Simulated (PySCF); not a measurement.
Level of theory: PBE/[Ti def2-SVP, S def2-SVP, Cl def2-SVP], no relativity, density fitting, PySCF. Open shells, if any, are unrestricted.

Task: What shape and geometry does isolated singlet TiSCl₂ take (every ligand bound to Ti)?

Result: Formally Ti is in oxidation state +4, d0. The polar-tensor charge on Ti, 1.51, is far below the formal one. The lowest minimum found is a singlet of Cs symmetry with Ti–Cl 2.205 Å (×2), Ti–S 2.060 Å; Cl–Ti–Cl 121.1°, Cl–Ti–S 113.9° (×2). Its harmonic wavenumbers are 61 (a'), 121 (a'), 142 (a''), 385 (a'), 493 (a''), 610 (a') cm⁻¹ and its dipole moment is 2.39 D.

Other isomers or separated fragments may lie lower.
